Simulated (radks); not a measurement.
The numbers below are computed, except where a source is named.
Q: These are the eigenvalues of the occupied orbitals of an atom or ion with whole-number occupations (hartree). Level of theory: Dirac Kohn-Sham, Slater X-alpha with alpha = 0.702, spin-unpolarised, spherical densities, finite nucleus; Fermi nuclear charge, rms radius of each element as measured or else 0.836 A^(1/3) + 0.57 fm (a radial shooting solver on a logarithmic mesh with Libxc functionals).

1s1/2: -25.01823
2s1/2: -1.69918
2p1/2: -1.01544
2p3/2: -1.01267

Which element is it, and in what charge state? The configuration may be excited. Open shells, if any, fill j = l - 1/2 first.

A: Z = 9, fluorine, charge +1: F+ in [He] 2s2 2p4. The list shows which subshells hold electrons but not how many an open one holds; the 1s level, -25.018 hartree, gives Z - s = 7.1 by -(Z - s)^2/2, which with screening and relativity narrows Z to a few neighbours, and the depths of the outer levels then fix element, charge and occupations together.
